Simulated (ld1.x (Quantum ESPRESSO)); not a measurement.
# An all-electron radial function and its pseudo partner (fluorine (F))

Columns: radius, all-electron u(r) and pseudo u(r) of the 2s shell (level -30.10 eV) of fluorine in the configuration [He] 2s1.5 2p5.5; PW91, non-relativistic, TM semilocal scheme, ld1.x (Quantum ESPRESSO) 7.5.

| r (bohr) | all-electron | pseudo |
| --- | --- | --- |
| 0.100 | 0.4487 | -0.1179 |
| 0.200 | 0.1765 | -0.2510 |
| 0.300 | -0.2255 | -0.4140 |
| 0.400 | -0.5686 | -0.6111 |
| 0.500 | -0.8088 | -0.8108 |
| 0.600 | -0.9510 | -0.9510 |
| 0.700 | -1.0149 | -1.0149 |
| 0.800 | -1.0225 | -1.0225 |
| 0.900 | -0.9923 | -0.9923 |
| 1.000 | -0.9386 | -0.9386 |
| 1.100 | -0.8717 | -0.8717 |
| 1.200 | -0.7987 | -0.7987 |
| 1.300 | -0.7244 | -0.7244 |
| 1.400 | -0.6518 | -0.6518 |
| 1.500 | -0.5828 | -0.5828 |
| 1.600 | -0.5185 | -0.5185 |
| 1.700 | -0.4595 | -0.4595 |
| 1.800 | -0.4057 | -0.4057 |
| 1.900 | -0.3573 | -0.3573 |
| 2.000 | -0.3139 | -0.3139 |
| 2.100 | -0.2752 | -0.2752 |
| 2.200 | -0.2409 | -0.2409 |
| 2.300 | -0.2105 | -0.2105 |
| 2.400 | -0.1838 | -0.1838 |
| 2.500 | -0.1602 | -0.1602 |
| 2.600 | -0.1396 | -0.1396 |

(1) How many radial nodes do the two functions have?

(2) At about which radius was the pseudo-wave matched?

(3) Where does each function peak?

(4) Is the pseudo-wave norm-conserving?

## Answers

(1) The all-electron 2s function has n − l − 1 = 1; the pseudo-wave has 0, since the states of the same l below it are removed with the core.

(2) 0.60 bohr, where the columns begin to agree (steps of 0.10 bohr).

(3) Outermost all-electron maximum near 0.80 bohr, pseudo maximum near 0.80 bohr (to the table’s step).

(4) Yes: the TM semilocal scheme keeps the norm inside the radius equal to the all-electron one, which fixes the energy derivative of the logarithmic derivative at the level.
